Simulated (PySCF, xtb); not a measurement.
H5P2, SMILES P[PH3+], charge +1.

xtb 6.7.1 with GFN2-xTB at its own geometry gives an orbital gap of 4.96 eV.

Coordinates come from a PBE-D3(BJ)/def2-TZVP optimisation. The isomer is the one that the SMILES or the coordinates give; other isomers of the formula were not compared.

Question: What does M06-2X/def2-TZVPD (PySCF) give? (Estimate from the structure and the level; the computed values follow.)

Answer: gap 9.48 eV (levels -15.09 and -5.62 eV).
